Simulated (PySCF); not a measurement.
## Working out the ionisation energy of N²⁺

N²⁺ [He] 2s2 2p1 (2P) → N³⁺ [He] 2s2 (1S). Calculation: PySCF 2.14, in x2c-QZVPPall with one added diffuse shell each of s, p, d, f type (8s5p4d3f1g, 73 functions); scalar relativity by spin-free X2C-1e. Frozen: nothing. Energies in hartree (1 hartree = 27.21139 eV):

| part | N²⁺ (lower) | N³⁺ (upper) |
| --- | --- | --- |
| UHF | -52.850165 | -51.112011 |
| CCSD correlation | -0.107275 | -0.106032 |
| (T) | -0.001457 | -0.000474 |

**Question.** What does Hartree-Fock give?

**Answer.** (-51.112011) − (-52.850165) = 1.738154 hartree = 47.298 eV.

**Question.** What do CCSD and CCSD(T) give?

**Answer.** The CCSD correlation energies differ by 0.001243 hartree = 0.034 eV and the triples by 0.000983 hartree = 0.027 eV, so CCSD gives 47.332 eV and CCSD(T) 47.359 eV.

A first-order spin-orbit estimate adds 0.015 eV to CCSD(T) (valence and next inner shell), giving 47.374 eV against 47.445 eV (semi-empirical (NIST evaluation); NIST Atomic Spectra Database, ionization energies).

The coupled-cluster amplitudes are large, so a single reference is strained.

What remains against the reference includes basis incompleteness and higher excitations.
